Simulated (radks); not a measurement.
Values are calculated unless marked as measured or tabulated.
Q: Ionisation of La3+, [Xe], to La4+, [Kr] 4d10 5s2 5p5, under several functionals. Dirac Kohn-Sham, spin-unpolarised, spherical densities, finite nucleus; open shells fill j = l - 1/2 first; a radial shooting solver on a logarithmic mesh with Libxc functionals. The NIST Atomic Spectra Database gives 50.0 eV (semi-empirical). Rank these functionals by the error of their Delta-SCF ionisation energy: AM05; exchange-only LDA; RPBE; revPBE; BP86; XLYP; BLYP; B86b exchange with PBE correlation.

A: From best to worst: AM05 49.952 eV (+0.002); B86b exchange with PBE correlation 49.962 eV (+0.012); revPBE 49.914 eV (-0.036); RPBE 49.914 eV (-0.036); BP86 50.047 eV (+0.097); XLYP 49.739 eV (-0.211); BLYP 49.719 eV (-0.231); exchange-only LDA 48.565 eV (-1.385). Spin polarisation and multiplet splitting are left out, so open shells lie too high by an amount that depends on their filling.

Beside tabulated values, note that spin-unpolarised runs miss the spin-polarisation part of the exchange energy of open shells.
